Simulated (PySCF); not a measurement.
## Vertical excitation energies

Compound: C3H14NOPSi2.
InChI=1S/C3H14NOPSi2/c1-3-6(2,5)4(7)8/h3H2,1-2,7-8H3/t6-/m1/s1

Computed, not measured: TDDFT CAM-B3LYP/def2-SVPD, vertical, gas phase, core orbitals frozen in the response (PySCF). Geometry: PBE0-D3(BJ)/def2-SVP, one conformer, isolated molecule. Torsions of this conformer, `[CH3:1][CH2:2][P@@:3]([CH3:4])(=[O:5])[N:6]([SiH3:7])[SiH3:8]`: C1–C2–P3–C4 180°, C2–P3–N6–Si7 -121°.

List the vertical singlet excitations with oscillator strengths and describe the spectrum.

```tsv
state	E (eV)	ν̃ (cm⁻¹)	f	main configurations (H = HOMO, L = LUMO)
S1	6.80	54880	0.0012	H→L (55%), H→L+1 (17%), H-1→L (12%)
S2	7.38	59540	0.0003	H→L (35%), H-1→L (20%), H→L+1 (17%)
S3	7.58	61110	0.059	H-1→L (42%), H→L+1 (41%)
S4	7.64	61630	0.0023	H→L+3 (26%), H→L+4 (25%), H→L+5 (10%)
S5	7.71	62150	0.045	H-2→L (77%)
S6	7.81	63010	0.0098	H→L+2 (15%), H→L+8 (13%), H-1→L+1 (12%)
S7	7.87	63480	0.033	H→L+2 (23%), H→L+5 (17%)
S8	7.99	64480	0.034	H→L+3 (24%), H→L+2 (19%), H→L+5 (8%)
S9	8.10	65360	0.0059	H→L+2 (17%), H→L+6 (15%)
S10	8.19	66050	0.0016	H-2→L+1 (29%), H-2→L+4 (22%), H-2→L+8 (13%)
```

Triplets, Tamm–Dancoff:

```
state  E (eV)  λ (nm)  main configurations (H = HOMO, L = LUMO)
   T1    6.52   190.2       H→L (41%), H→L+1 (23%), H-1→L (12%)
   T2    7.17   173.0        H→L (41%), H→L+1 (14%), H-1→L (9%)
   T3    7.33   169.1     H-1→L (24%), H→L+4 (21%), H→L+1 (17%)
   T4    7.42   167.1    H→L+3 (29%), H-1→L (12%), H-1→L+3 (9%)
```

The lowest singlet lies at 6.80 eV (182 nm, vacuum ultraviolet) and is very weak; its leading configuration is HOMO→LUMO (55%). The most intense listed level is S3 at 7.58 eV (164 nm, f = 0.059), 0.77 eV above S1. Löwdin shares by element: HOMO nitrogen 25%, oxygen 19%, carbon 10% or more, phosphorus 9% (atoms not listed hold the other 37%); LUMO silicon 31%, carbon 15% or more (atoms not listed hold the other 54%). The oscillator strengths of these states sum to 0.193; summed over the whole spectrum of an exact calculation they would give the number of electrons, 90 (Thomas–Reiche–Kuhn). Orbital energies (eV): HOMO-3 -10.67, HOMO-2 -9.51, HOMO-1 -9.41, HOMO -8.97, LUMO 0.81, LUMO+1 1.08, LUMO+2 1.54. Of the 10 states listed, 4 reach f = 0.01 and 1 stays under 0.0005. All these states lie below the vertical ionisation energy of 9.51 eV (ΔSCF). The window holds the lowest 10 singlets.
